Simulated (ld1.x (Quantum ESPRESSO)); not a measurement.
# Configuration tests for Nd (RRKJ)

```
Element                 : Nd (Z = 60)
Generator               : ld1.x (Quantum ESPRESSO) 7.5
Type                    : norm-conserving RRKJ (Kleinman–Bylander form)
Functional              : LDA (PZ)
Relativity              : scalar-relativistic
Frozen core             : [Kr] 4d10
Valence charge          : 14
Reference configuration : 4f4 5s2 5p6 5d0 6s0 6p0 (charge +2)
Partial waves           : 5s (bound): rc 1.60 bohr; 5p (bound): rc 2.50 bohr; 5d (bound, empty): rc 2.85 bohr; 4f (bound): rc 1.34 bohr
Local potential         : all-electron potential smoothed inside 1.70 bohr (lloc = -1)
Core correction         : Bessel-smoothed model core inside 1.00 bohr
rho0                    : 0.02
```

Energies are relative to the spin-unpolarised reference configuration 4f4 5s2 5p6 5d0 6s0 6p0; without spin polarisation the order of configurations can differ from experiment. Spin-polarised rows fill each open shell by Hund’s rule, majority spin first.

| valence configuration | charge | ΔE all-electron (eV) | error AE − PS (meV) |
| --- | --- | --- | --- |
| 4f4 5s2 5p6 5d0 6s2 6p0 | 0 | -16.986 | +321 |
| 4f4 5s2 5p6 5d0 6s1 6p0 | +1 | -10.990 | +233 |
| 4f4 5s2 5p6 5d0 6s0 6p2 | 0 | -11.985 | +93 |
| 4f4 5s2 5p6 5d0 6s1 6p1 | 0 | -14.560 | +222 |
| 4f3 5s2 5p6 5d0 6s2 6p0 | +1 | -8.573 | +1254 |
| 4f4 5s1 5p6 5d0 6s2 6p0 | +1 | 28.874 | +745 |
| 4f4 5s2 5p6 5d0 6s0 6p0 (spin-polarised) | +2 | -2.366 | +400 |
| 4f4 5s2 5p6 5d0 6s2 6p0 (spin-polarised) | 0 | -19.287 | +690 |

Question: What are ΔE and the potential's error for 4f3 5s2 5p6 5d0 6s0 6p0?

Answer: ΔE = 22.759 eV all-electron; the error (AE − PS) is +175 meV.

Levels in the configuration 4f4 5s2 5p6 5d0 6s2 6p0:

| level | all-electron (eV) | pseudo (eV) |
| --- | --- | --- |
| 4f | -1.937 | -1.570 |
| 5s | -40.571 | -40.281 |
| 5p | -22.160 | -21.896 |
| 6s | -3.639 | -3.683 |
